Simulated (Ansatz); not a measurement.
Input and output for FH$_{3}$NNbOS, SMILES `[NH2][Nb]([OH])([F])=[S]`.

```yaml
crystal:
  periodic: [false, false, false]
  atoms:
    - {symbol: N, position_ang: [-0.456946, 1.382608, 0.173150]}
    - {symbol: Nb, position_ang: [0.443119, -0.283337, -0.286246]}
    - {symbol: O, position_ang: [-0.760016, -1.713684, -0.069446]}
    - {symbol: F, position_ang: [0.996274, -0.240610, -2.073533]}
    - {symbol: S, position_ang: [2.111416, -0.439527, 1.047887]}
    - {symbol: H, position_ang: [-0.133324, 2.073217, 0.833245]}
    - {symbol: H, position_ang: [-1.363216, 1.635541, -0.198847]}
    - {symbol: H, position_ang: [-0.745208, -2.471308, 0.517989]}
basis:
  gaussian: {orbitals: def2-SVP}
hamiltonian: {xc: {name: HF}}
correlation: {method: bccd_t}
```

```sh
$ ansatz run in.yaml --threads 4 --pin off --events-out ev --progress --plain --max-ram 10444MiB
```

Shortened log:

```
Functional definition: HF
1039 factors; integrals over basis functions are off by at most 9.8e-4 eV
mean field evaluation 1: about -18612.3549 eV, gradient 5.9e1 eV
mean field evaluation 2: about -18612.4791 eV, gradient 5.9e1 eV
mean field evaluation 4: about -18619.7321 eV, gradient 8.8e0 eV
mean field evaluation 8: about -18619.9680 eV, gradient 7.3e-1 eV
mean field evaluation 16: about -18619.9707 eV, gradient 2.1e-6 eV
mean field -18619.97074531 eV, -684.2713038208 hartree, gradient 2.1e-6 eV, S^2 0.000000; 0 other end points of the search recorded, 0 dependent functions left out
8 core orbitals not correlated: weight in the atoms' cores, before any rotation towards them, 1.000 or more for the frozen orbitals, at most 0.000 for the correlated occupied ones
reference -18619.97074531 eV, -684.2713038208 hartree; 20, 20 occupied and 78, 78 virtual orbitals, 1039 factors
second order -27.68675420 eV of doubles, -0.00000000 eV of singles
cycle   1  -25.66951815 eV  change     2.0e0 eV  update   2.5e-1
cycle   2  -27.01672136 eV  change    -1.3e0 eV  update   2.1e-1
cycle   3  -27.34340879 eV  change   -3.3e-1 eV  update   4.4e-2
cycle   4  -27.35791617 eV  change   -1.5e-2 eV  update   2.3e-2
cycle   5  -27.33236736 eV  change    2.6e-2 eV  update   6.5e-3
cycle   6  -27.32541141 eV  change    7.0e-3 eV  update   3.0e-3
cycle   7  -27.32646433 eV  change   -1.1e-3 eV  update   1.5e-3
cycle   8  -27.32604896 eV  change    4.2e-4 eV  update   5.5e-4
cycle   9  -27.32604958 eV  change   -6.2e-7 eV  update   2.6e-4
cycle  10  -27.32631387 eV  change   -2.6e-4 eV  update   1.1e-4
cycle  11  -27.32627656 eV  change    3.7e-5 eV  update   5.2e-5
cycle  12  -27.32619904 eV  change    7.8e-5 eV  update   2.8e-5
cycle  13  -27.32625375 eV  change   -5.5e-5 eV  update   1.3e-5
cycle  14  -27.32623665 eV  change    1.7e-5 eV  update   7.5e-6
perturbative correction -1.40149494 eV, -0.0515039891 hartree
Total energy: -18648.69847690 eV, -685.3270284843 hartree
```

Run time 8.5 s (4 threads of an Intel Xeon 6975P-C on a shared host); peak host memory 0.76 GiB.
